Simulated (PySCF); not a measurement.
# Electron correlation in N⁺ (nitrogen, charge +1)

[He] 2s2 2p2, high-spin 3P determinant. Computed with PySCF 2.14 in x2c-TZVPPall (5s3p2d1f, 31 functions), with scalar relativity by spin-free X2C-1e. Frozen: nothing; 6 electrons correlated.

| level | correlation energy (mhartree) |
| --- | --- |
| CCSD | -109.08 |
| (T) | -1.70 |
| CCSD(T) | -110.78 |
| CCSDT | -111.11 |

Diagnostics: T1 = 0.0051, D1 = 0.0124, largest double amplitude 0.118.

Cost of the coupled-cluster step: of the order of 0.4 core-seconds, for 6 correlated electrons.

This basis was not built for core-valence correlation, so the inner-shell part is incomplete.
